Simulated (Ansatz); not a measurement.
```yaml
crystal:
  periodic: [false, false, false]
  atoms:
    - {symbol: Ge, position_ang: [-1.688383, -1.249722, -0.612641]}
    - {symbol: Ge, position_ang: [1.906188, -0.625001, -0.848394]}
    - {symbol: Ge, position_ang: [-1.324061, 0.910219, 0.236399]}
    - {symbol: Ge, position_ang: [0.381114, -2.071765, 0.403520]}
    - {symbol: Ge, position_ang: [0.965585, 1.323297, 0.063424]}
    - {symbol: H, position_ang: [3.442551, -0.698659, -0.837594]}
    - {symbol: H, position_ang: [-3.094126, -1.823255, -0.361506]}
    - {symbol: H, position_ang: [-2.230485, 1.766100, 1.129875]}
    - {symbol: H, position_ang: [1.641616, 2.468776, 0.826916]}
basis:
  gaussian: {orbitals: def2-TZVP, initial_orbitals: start.molden}
total_charge: 1
magnetization: {spin_polarized: true, initial_magnetization: 1}
hamiltonian: {xc: {name: CAM-B3LYP}, dispersion: d4}
scf: {omitted_lower_state_checks: [starts]}
output: {orbitals: {seedname: orbitals}}
```

The file start.molden holds the orbitals of an earlier run on this structure, at another level or in another basis.

```sh
$ ansatz run in.yaml --threads 4 --pin off --events-out ev --progress --plain --max-ram 4787MiB
```

(1) Does this run fit into the memory that it is given?

Results:

(1) No. It has 264 basis functions, and Ansatz plans for 6 GiB where 5 GiB are given.
